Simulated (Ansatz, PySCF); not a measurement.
Caution: the highest occupied level lies above zero, so the state may not be bound. This triplet is an excited state, 1.30 eV above the relaxed singlet at the level frozen-core CCSD(T)/aug-cc-pVTZ // PBE0-D3(BJ)/def2-TZVPD (Ansatz, a quantum-chemistry and plane-wave program).

Z-matrix (Å, degrees):
```
C
H 1 1.0951
H 1 1.0958 2 107.94
H 1 1.0958 2 107.94 3 -117.09
Al 1 2.0154 2 109.55 3 121.45
F 5 1.7185 1 112.94 2 180.00
```
Charge -1, spin multiplicity 3.

Give the highest occupied spin orbital and total energy at the level PBE0-D3(BJ)/def2-TZVPD (PySCF).


```
Property                              Value
-----------------------------  ------------
highest occupied spin orbital       1.81 eV
total energy                   -382.0282 Ha
```
